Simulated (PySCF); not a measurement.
C₆ coefficients of unlike pairs at PW91

Calculated with PySCF 2.14 from the dipole response of each species, C₆(A,B) = (3/π) ∫ α_A(iu) α_B(iu) du, in atomic units, from isotropic polarisabilities. For ions this is the dispersion term alone; charge-induced terms of lower order in 1/R come first.

| species | configuration | basis | relativity | α (bohr³) | C₆ (like pair) |
| --- | --- | --- | --- | --- | --- |
| S⁺ | [Ne] 3s2 3p3 (4S) | aug-cc-pCVTZ-DK with one added diffuse shell each of s, p, d, f type (9s8p6d4f) | spin-free X2C | 10.95 | 53.98 |
| P | [Ne] 3s2 3p3 (4S) | aug-cc-pV(T+d)Z with one added diffuse shell each of s, p, d, f type (7s6p5d3f) | none | 27.65 | 205.7 |
| Ti⁺ | [Ar] 3d2 4s1 (4F) | aug-cc-pVDZ-DK (7s6p4d2f) | spin-free X2C | 45.89 | 282.5 |

(1) Estimate C₆ for P with S⁺.

No spin-orbit coupling is included.

The other pairs:

```json
{"pair": "Ti⁺, P", "C₆": "230.7"}
{"pair": "Ti⁺, S⁺", "C₆": "109.0"}
```

## Answers

(1) The integral gives 102.6. The combination rule 2 C_A C_B / (C_A α_B/α_A + C_B α_A/α_B) gives 102.0 and the geometric mean 105.4.
